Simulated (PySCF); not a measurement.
# Exercise with solution: chemical shift, span and skew from a shielding tensor

Al(All)(Me)(OH) (C₄H₉AlO), SMILES C=C[CH2][Al]([CH3])[OH]. Atoms are numbered in the order given.

```xyz
15

Al     0.0509     0.0646     0.6736
C      1.1911    -1.0191    -0.5208
C      0.0454    -0.8981    -1.4474
C     -0.3608     0.2382    -2.0630
H      1.4431    -2.0484    -0.2459
H      2.0778    -0.4455    -0.8274
H     -0.6325    -1.7607    -1.4941
H      0.2577     1.1422    -2.0747
H     -1.2939     0.2679    -2.6297
C      0.3219     1.9863     0.8921
H      1.0327     2.3913     0.1543
H      0.7310     2.2046     1.8933
H     -0.6182     2.5533     0.7974
O     -1.1269    -0.8207     1.5547
H     -1.8306    -0.4214     2.0677
```

Coordinates come from a PBE0-D3(BJ)/def2-SVP optimisation. Other conformers were not sampled.

GIAO shieldings from HF/pcSseg-1 (PySCF), non-relativistic, no solvent. The symmetric part of the tensor of C4 has the principal values -40.3, 105.9, 167.7 ppm. The same nucleus in TMS has σ = 192.6 ppm at this level (PySCF, at its B3LYP-D3(BJ)/def2-TZVP geometry).

Work out the isotropic shielding, the ¹³C shift against TMS, the span and the skew.


σ(iso) = (σ11 + σ22 + σ33)/3 = 77.8 ppm. δ = σ(ref) − σ(iso) = 192.6 − (77.8) = 114.8 ppm.
Span Ω = σ33 − σ11 = 208.0 ppm. Skew κ = 3(σ(iso) − σ22)/Ω = -0.41. Tumbling in solution averages the tensor to δ; in a static solid the shielding alone would spread this spin-1/2 line over Ω.
